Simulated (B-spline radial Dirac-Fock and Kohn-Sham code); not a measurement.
Method: the Dirac equation of a negative muon with reduced mass in the field of a spherical finite nucleus, with the Uehling potential to all orders; nuclear polarisation, deformation, hyperfine structure, self-energy, higher-order vacuum polarisation, relativistic recoil and electron screening are left out. Computed with a radial finite-basis atomic code. The nuclear charge is a Fermi distribution (skin thickness 2.3 fm).

Task: A muonic atom of atomic mass 195.97 u emits these computed lines: 2p3/2 → 1s1/2 5941 keV, 3d5/2 → 2p3/2 2451 keV, 4f7/2 → 3d5/2 915.2 keV, 5g9/2 → 4f7/2 420.9 keV. Which element is it, and what rms charge radius was used?

Result: Thallium (Z = 81, nuclide ¹⁹⁶Tl); the high transitions hardly feel the nucleus and fix Z. The 2p → 1s line lies 9763 keV below the value for a point nucleus without QED, which for this nuclear model gives a radius near 5.43 fm (5.4327 fm was used).
